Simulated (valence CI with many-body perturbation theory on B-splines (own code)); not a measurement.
E1 transitions of Rb⁶⁺

Computed by valence CI with perturbative core correlation (CI+MBPT): three valence electrons over a frozen Dirac-Fock core [Ar] 3d10, a basis of 11 s, 11 p, 9 d, 7 f, 5 g, 2 h, 1 i functions for each j, with the one-electron correlation potential Σ1 (screened to all orders), the two-electron term Σ2, the three-electron term Σ3, Breit, model QED; selected single and double excitations, second order for the rest, scaled by the run's own slope (own B-spline code, finite nucleus).

Set against measurement, 19 paired levels are off by 89 cm⁻¹ on average, the worst by 214. These come from a selection out of Sansonetti, J. Phys. Chem. Ref. Data 35, 301 (2006). Levels without a partner in it may be off by more.

Lines 1 to 50 of 274 in falling wavelength, among levels below 554170 cm⁻¹, chosen from the strongest by gf and those to the six lowest levels. Wavelengths and rates use the calculated energies, so an error of 90 cm⁻¹ moves a line at 928.1 Å by 0.084 % and its rate by three times that or more. Electric multipoles are in the length gauge, E1 and E2 with the static RPA response of the core. Weak lines are less certain than strong ones. Lines between different terms over intervals too small for the method are left out, as are lines whose strength nearly cancels. Where a level lies close to another of its J and parity, the split of strength between their lines is uncertain. The highest levels of a list are the least certain.

Names give the largest LS component (configuration and term), which can be under half, so a name can repeat, a term be missing and a line seem to break the LS rules; names also repeat where a configuration has a term twice. Letters in brackets count levels of one name in rising energy.

| λ vac (Å) | λ from measured levels | Upper | Lower | A (s⁻¹) | log gf | Branch % |
| --- | --- | --- | --- | --- | --- | --- |
| 4139 |  | 4s2 5d 2D_3/2 | 4s2 4f 2F°_5/2 | 2.71e+07 | -0.56 | 0.6 |
| 3923 |  | 4s2 5d 2D_5/2 | 4s2 4f 2F°_7/2 | 3.09e+07 | -0.37 | 0.8 |
| 2469 |  | 4s 4p 5p 2P_3/2 | 4s 4p 5s 2P°_3/2 [a] | 5.48e+07 | -0.70 | 0.7 |
| 2077 |  | 4s 4p 5p 2P_3/2 | 4s 4p 5s 2P°_1/2 [a] | 8.38e+07 | -0.66 | 1.1 |
| 2070 |  | 4s 4p 5p 2P_1/2 | 4s 4p 5s 2P°_1/2 [a] | 2.54e+08 | -0.49 | 3.0 |
| 1960 |  | 4s 4p 5p 2D_3/2 | 4s 4p 5s 2P°_3/2 [a] | 1.19e+08 | -0.56 | 1.1 |
| 1881 |  | 4s 4p 5p 4D_3/2 | 4s 4p 5s 4P°_3/2 | 2.74e+08 | -0.24 | 5.1 |
| 1872 |  | 4s 4p 5p 4D_1/2 | 4s 4p 5s 4P°_1/2 | 4.34e+08 | -0.34 | 7.6 |
| 1853 |  | 4s 4p 5p 4S_3/2 | 4s 4p 5s 2P°_3/2 [a] | 1.50e+08 | -0.51 | 2.0 |
| 1793 |  | 4s 4p 5p 4P_3/2 | 4s 4p 5s 4P°_5/2 | 9.27e+07 | -0.75 | 1.0 |
| 1776 |  | 4s 4p 5p 4D_3/2 | 4s 4p 5s 4P°_1/2 | 2.01e+08 | -0.42 | 3.7 |
| 1771 |  | 4s2 5p 2P°_1/2 | 4s2 5s 2S_1/2 | 6.55e+08 | -0.21 | 10.0 |
| 1764 |  | 4s 4p 5p 4D_7/2 | 4s 4p 5s 4P°_5/2 | 4.87e+08 | 0.26 | 20.1 |
| 1751 |  | 4s 4p 5p 2D_5/2 | 4s 4p 5s 2P°_3/2 [a] | 6.68e+08 | 0.27 | 7.1 |
| 1730 |  | 4p2 4d 2P_3/2 | 4s 4p 5s 2P°_1/2 [a] | 9.92e+07 | -0.75 | 0.8 |
| 1728 |  | 4s 4p 5p 4D_5/2 | 4s 4p 5s 4P°_3/2 | 5.91e+08 | 0.20 | 14.8 |
| 1714 |  | 4s 4p 5p 4P_5/2 [a] | 4s 4p 5s 4P°_5/2 | 2.23e+08 | -0.23 | 3.1 |
| 1705 |  | 4s 4p 5p 2D_3/2 | 4s 4p 5s 2P°_1/2 [a] | 3.03e+08 | -0.28 | 2.7 |
| 1692 |  | 4s 4p 5p 4P_1/2 | 4s 4p 5s 4P°_3/2 | 6.66e+08 | -0.24 | 11.0 |
| 1674 |  | 4s 4p 5p 4P_5/2 [b] | 4s 4p 5s 4P°_5/2 | 4.62e+08 | 0.07 | 4.5 |
| 1673 |  | 4s2 5p 2P°_3/2 | 4s2 5s 2S_1/2 | 7.63e+08 | 0.11 | 10.9 |
| 1651 |  | 4s 4p 5p 2P_3/2 | 4s 4p 5s 4P°_1/2 | 4.14e+08 | -0.17 | 5.4 |
| 1649 |  | 4s 4p 5p 2D_3/2 | 4s 4p 5s 4P°_5/2 | 1.77e+08 | -0.54 | 1.6 |
| 1587 |  | 4s 4p 5p 4P_3/2 | 4s 4p 5s 4P°_3/2 | 2.75e+08 | -0.38 | 3.1 |
| 1578 |  | 4p2 4d 4D_7/2 | 4s 4p 5s 4P°_5/2 | 2.61e+08 | -0.11 | 2.3 |
| 1572 |  | 4s 4p 5p 4S_3/2 | 4s 4p 5s 4P°_5/2 | 6.18e+08 | -0.04 | 8.1 |
| 1533 |  | 4p2 4d 4D_3/2 | 4s 4p 5s 4P°_1/2 | 1.76e+08 | -0.61 | 1.6 |
| 1524 |  | 4s 4p 5p 4P_5/2 [a] | 4s 4p 5s 4P°_3/2 | 2.34e+08 | -0.31 | 3.2 |
| 1411 |  | 4s 4p 5p 4S_3/2 | 4s 4p 5s 4P°_3/2 | 1.62e+08 | -0.71 | 2.1 |
| 1379 |  | 4s2 5d 2D_3/2 | 4s 4p 4d 2F°_5/2 [b] | 5.11e+08 | -0.23 | 11.9 |
| 1355 |  | 4s2 5d 2D_5/2 | 4s 4p 4d 2F°_7/2 [b] | 4.65e+08 | -0.11 | 11.5 |
| 1231 |  | 4p2 4d 2G_9/2 | 4s2 4f 2F°_7/2 | 7.65e+07 | -0.76 | 7.8 |
| 1152 |  | 4s2 5d 2D_3/2 | 4s2 5p 2P°_3/2 | 5.56e+08 | -0.35 | 13.0 |
| 1145 |  | 4s2 5d 2D_5/2 | 4s2 5p 2P°_3/2 | 3.35e+09 | 0.60 | 83.0 |
| 1109 |  | 4s2 5d 2D_3/2 | 4s2 5p 2P°_1/2 | 3.01e+09 | 0.35 | 70.2 |
| 928.1 | 925.3 | 4p3 2D°_5/2 | 4s 4p2 2P_3/2 | 4.70e+08 | -0.44 | 16.8 |
| 895.3 | 894.6 | 4s 4p2 4P_1/2 | 4s2 4p 2P°_3/2 | 6.74e+06 | -2.79 | 25.6 |
| 861.2 | 860.5 | 4s 4p2 4P_3/2 | 4s2 4p 2P°_3/2 | 4.45e+06 | -2.70 | 90.6 |
| 837.9 |  | 4p2 4d 2F_7/2 | 4s 4p 4d 2F°_7/2 [a] | 3.01e+08 | -0.60 | 26.9 |
| 822.9 | 822.3 | 4s 4p2 4P_5/2 | 4s2 4p 2P°_3/2 | 2.02e+07 | -1.91 | 100.0 |
| 818.6 | 818.0 | 4s 4p2 4P_1/2 | 4s2 4p 2P°_1/2 | 1.96e+07 | -2.41 | 74.4 |
| 808.0 |  | 4p2 4d 2F_5/2 | 4s 4p 4d 2F°_5/2 [a] | 5.42e+08 | -0.50 | 50.5 |
| 804.4 |  | 4s2 6s 2S_1/2 | 4s2 5p 2P°_3/2 | 4.69e+09 | -0.04 | 24.2 |
| 797.7 |  | 4p2 4d 2G_7/2 | 4s 4p 4d 2F°_5/2 [b] | 3.93e+08 | -0.52 | 20.3 |
| 783.5 |  | 4s2 6s 2S_1/2 | 4s2 5p 2P°_1/2 | 2.47e+09 | -0.34 | 12.8 |
| 772.2 |  | 4p2 4d 2G_9/2 | 4s 4p 4d 2F°_7/2 [b] | 4.24e+08 | -0.42 | 43.0 |
| 748.4 |  | 4s 4p 5p 2D_5/2 | 4s 4p 4d 2F°_7/2 [b] | 4.80e+08 | -0.62 | 5.1 |
| 724.5 | 723.2 | 4p3 2P°_3/2 | 4s 4p2 2P_3/2 | 1.67e+09 | -0.28 | 20.3 |
| 717.2 | 716.2 | 4p3 2P°_1/2 | 4s 4p2 2P_1/2 | 1.92e+09 | -0.53 | 22.9 |
| 716.7 |  | 4s 4p 5p 2D_5/2 | 4s 4p 4d 2F°_7/2 [a] | 2.14e+09 | 0.00 | 22.6 |
